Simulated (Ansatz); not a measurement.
`F[SiH2]/C=C\[SiH3]` at its PBE0-D4/def2-TZVP geometry, where that method's forces vanish. Charge 0, multiplicity 1.

```xyz
12

F    -0.8081   -1.8439    0.1081
Si    0.4926   -1.6263   -0.8030
C     0.9596    0.1636   -0.7736
C     0.3852    1.1397   -0.0614
Si   -1.0539    1.0283    1.1442
H     0.1661   -2.0634   -2.1835
H     1.5806   -2.4772   -0.2588
H     1.7968    0.4334   -1.4226
H     0.7966    2.1437   -0.1802
H    -0.7753    0.0675    2.2408
H    -2.3146    0.6516    0.4564
H    -1.2256    2.3830    1.7336
```

Question: What forces (eV/Å) does PBE-D4/def2-TZVPP give on these atoms in Ansatz? (Estimate.)

Answer: Ansatz gave: 
```
F1  -0.514 -0.109  0.355
Si2  0.345  0.075 -0.239
C3   0.140 -0.320 -0.189
C4  -0.217  0.233  0.236
Si5  0.020  0.029 -0.007
H6  -0.026 -0.054 -0.170
H7   0.139 -0.102  0.054
H8   0.182  0.044 -0.144
H9   0.074  0.219 -0.013
H10  0.020 -0.103  0.119
H11 -0.138 -0.043 -0.066
H12 -0.027  0.131  0.065
```
